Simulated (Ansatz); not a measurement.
[Gd(NH3)6]3+ (GdN6H18³⁺), 25 atoms. Hardware: 4 threads of Arm Neoverse V2 on a shared host.

In the def2 sets Gd takes a core potential; there is no spin–orbit coupling. Correlated methods freeze 10 core orbitals; core or outer-core shells of Gd are correlated, in sets that lack core-valence functions.

(1) How many basis functions does each of these Ansatz runs have, and roughly what does it cost? RPA@PBE/def2-SVP, charge 3 octet, energy, from earlier orbitals; PBE-D4/def2-SVP, charge 3 octet, energy, from earlier orbitals; PBE0-D4/def2-SVP, charge 3 octet, energy, from earlier orbitals; MP2/def2-SVP, charge 3 octet, energy, from earlier orbitals; r2SCAN-D4/def2-SVP, charge 3 octet, relaxation, 5 steps; PBE-D4/def2-TZVP, charge 3 octet, energy and forces, from earlier orbitals; r2SCAN-D4/def2-TZVP, charge 3 octet, energy and forces, from earlier orbitals; r2SCANh-D4/def2-TZVP, charge 3 octet, energy, from earlier orbitals; PBE0-D4/def2-TZVP, charge 3 octet, energy, from earlier orbitals; PBE0-D4/def2-SVP, charge 3 octet, energy with a search over starts; BLYP-D4/def2-TZVP, charge 3 octet, energy, from earlier orbitals.

Results:

(1) Other jobs shared the machine, so times can vary by a factor of up to 3. A dash marks memory too small to be measured apart from the calling script's.

| run | functions | fitting or Cholesky vectors | wall time | peak host memory (GiB) |
| --- | --- | --- | --- | --- |
| PBE-D4/def2-SVP, charge 3 octet, energy, from earlier orbitals | 251 | 2785 | 11 s | – |
| MP2/def2-SVP, charge 3 octet, energy, from earlier orbitals | 251 | 2534 | 17 s | 1.1 |
| BLYP-D4/def2-TZVP, charge 3 octet, energy, from earlier orbitals | 386 | 2518 | 18 s | 1.1 |
| PBE-D4/def2-TZVP, charge 3 octet, energy and forces, from earlier orbitals | 386 | 2518 | 19 s | 1.1 |
| PBE0-D4/def2-SVP, charge 3 octet, energy, from earlier orbitals | 251 | 2892 | 22 s | 1.6 |
| PBE0-D4/def2-SVP, charge 3 octet, energy with a search over starts | 251 | 2892 | 28 s | 1.6 |
| RPA@PBE/def2-SVP, charge 3 octet, energy, from earlier orbitals | 251 | 2534 | 31 s | 1.4 |
| r2SCAN-D4/def2-TZVP, charge 3 octet, energy and forces, from earlier orbitals | 386 | 2518 | 32 s | 1.2 |
| PBE0-D4/def2-TZVP, charge 3 octet, energy, from earlier orbitals | 386 | 2672 | 41 s | 2.4 |
| r2SCANh-D4/def2-TZVP, charge 3 octet, energy, from earlier orbitals | 386 | 2594 | 54 s | 2.5 |
| r2SCAN-D4/def2-SVP, charge 3 octet, relaxation, 5 steps | 251 | 2785 | 61 s | – |
